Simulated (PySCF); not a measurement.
## Correlation energy of O (oxygen, neutral)

[He] 2s2 2p4, high-spin 3P determinant. Computed with PySCF 2.14 in aug-cc-pVTZ with one added diffuse shell each of s, p, d, f type (6s5p4d3f, 62 functions), with the non-relativistic Hamiltonian (point nucleus). Frozen: 1s2; 6 electrons correlated.

| level | correlation energy (mhartree) |
| --- | --- |
| CCSD | -162.66 |
| (T) | -3.44 |
| CCSD(T) | -166.10 |

Diagnostics: T1 = 0.0078, D1 = 0.0129, largest double amplitude 0.037.

Question: Is a single reference adequate?

Answer: Yes: T1 lies below 0.03 and no double amplitude reaches 0.07.
